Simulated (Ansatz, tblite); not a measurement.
Removing and adding an electron: `c1ccc(-c2ccc(-c3ccc(-c4cccnc4)nc3)nc2)nc1`. Charge 0, multiplicity 1. Geometry: PBE-D4/def2-SVP. Ansatz, gas phase; energy differences of separate SCF runs; the oxidised species was run as a doublet alone; the reduced species was run as a doublet alone.

```xyz
38

C     1.299   -4.651    5.953
C     1.981   -4.875    4.748
C     1.741   -4.024    3.663
C     0.819   -2.962    3.811
C     0.510   -2.016    2.709
C    -0.420   -0.973    2.910
C    -0.706   -0.089    1.872
C    -0.058   -0.248    0.624
C    -0.308    0.650   -0.527
C    -1.206    1.736   -0.494
C    -1.380    2.531   -1.627
C    -0.650    2.236   -2.801
C    -0.778    3.032   -4.048
C    -0.018    2.683   -5.186
C    -0.147    3.440   -6.353
C    -1.034    4.529   -6.354
N    -1.767    4.882   -5.285
C    -1.636    4.150   -4.172
N     0.213    1.195   -2.839
C     0.373    0.441   -1.753
N     0.834   -1.246    0.428
C     1.101   -2.087    1.426
N     0.166   -2.753    4.976
C     0.401   -3.572    6.006
H     1.457   -5.294    6.831
H     2.694   -5.707    4.651
H     2.268   -4.187    2.713
H    -0.898   -0.889    3.896
H    -1.430    0.722    2.034
H    -1.776    1.971    0.417
H    -2.081    3.376   -1.595
H     0.656    1.817   -5.112
H     0.432    3.191   -7.256
H    -1.159    5.148   -7.261
H    -2.257    4.475   -3.318
H     1.084   -0.400   -1.816
H     1.837   -2.876    1.192
H    -0.158   -3.360    6.935
```

The xTB rows come from tblite. Single mean-field runs in def2-TZVP are fitted with def2-universal-jkfit. HOMO above LUMO, or a gap near zero within one spin, warns that the state may not be the lowest or that an electron is smeared out.

| level | −HOMO (eV) | vertical IE (eV) | −LUMO (eV) | vertical EA (eV) | HOMO–LUMO gap (eV) | IE − EA (eV) | remarks |
| --- | --- | --- | --- | --- | --- | --- | --- |
| GFN1-xTB | 11.28 | 12.98 | 8.79 | 7.03 | 2.49 | 5.95 | – |
| GFN2-xTB | 9.96 | 11.78 | 8.01 | 6.23 | 1.95 | 5.55 | – |
| PBE-D4/def2-TZVP | 5.64 | 7.35 | 3.03 | 1.45 | 2.61 | 5.90 | HOMO above zero (-1 doublet), gap within one spin near zero (+1 doublet) |
| PBE0-D4/def2-TZVP | 6.40 | 7.57 | 2.31 | 1.24 | 4.09 | 6.34 | – |

   A HOMO above zero means that the electron is unbound at that level or that self-interaction error raises the level; the energy of removing that electron tells which. Raw xTB energy differences between charge states are shifted by several eV; the methods need an empirical correction for them. Sets without diffuse functions give affinities that are too small.
